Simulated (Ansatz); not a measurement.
Calculated with Ansatz (gas phase, PBE0-D4/def2-TZVP geometries, no zero-point term in ΔE). CCSD(T)/CBS is the MP2 limit (def2-TZVPP, def2-QZVPP) plus CCSD(T) − MP2 in def2-TZVPP, frozen cores. DFT in def2-TZVPP. B3LYP here is the variant with VWN-RPA as its local correlation; programs differ in this. Each species was taken in one conformer, which may not be the lowest.

Reaction (cleavage of the Si–Si bond): `C[C@@H]1[AlH][Si@H]1[SiH3]` + `CC(C)=N` → `CC(C)=N[SiH3]` + `C[CH]1[AlH][SiH2]1`

| level | ΔE (kJ/mol) |
| --- | --- |
| B3LYP | -12.7 |
| HF/CBS(def2) | -27.4 |

(1) What does CCSD(T)/CBS give? (An estimate is asked.)

Largest T1 diagnostic among the species: 0.013.

## Answers

(1) The calculation gave: -10.8 kJ/mol. The listed levels differ from it by -1.9, -16.6 kJ/mol.

In def2-TZVPP, CCSD(T) changes the Hartree–Fock value by +16.5 kJ/mol (the triples alone add +1.9 kJ/mol) and MP2 by +9.3 kJ/mol. From PBE to PBE0 (25 % exact exchange), in def2-TZVPP and without D4, ΔE moves by −4.0 kJ/mol.
